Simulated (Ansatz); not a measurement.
Mulliken charges of CH3Cl2FOSW, SMILES `C[O][W]([F])(=[S])([Cl])[Cl]` from PBE/def2-TZVPP in Ansatz (PBE0-D4/def2-TZVP geometry).

```csv
atom,x (Å),y (Å),z (Å),charge (e)
C1,0.450,-1.722,-0.196,-0.119
O2,-0.038,-0.470,-0.583,-0.226
W3,-0.409,1.232,0.008,0.729
F4,-2.210,0.748,0.083,-0.236
S5,-0.177,2.444,-1.690,-0.094
Cl6,-0.952,2.708,1.674,-0.181
Cl7,1.676,1.138,1.003,-0.221
H8,-0.294,-2.248,0.407,0.121
H9,1.365,-1.579,0.390,0.107
H10,0.672,-2.301,-1.093,0.121
```

Q: By hand: the dipole of these point charges (1 e Å = 4.8032 D).

A: Σ q r = (0.189, -0.658, -0.266) e Å, of length 0.734 e Å = 3.53 D.

Q: How does the dipole of the full density compare? (An estimate is asked.)

A: Computed: (0.179, -0.672, -0.127) e Å, 3.40 D; the point charges give 1.04 times that, at 11° from its direction.

Point charges leave out the atoms' own dipoles, such as those of lone pairs, and Mulliken's split depends on the basis, so the close match here is no proof of good charges.
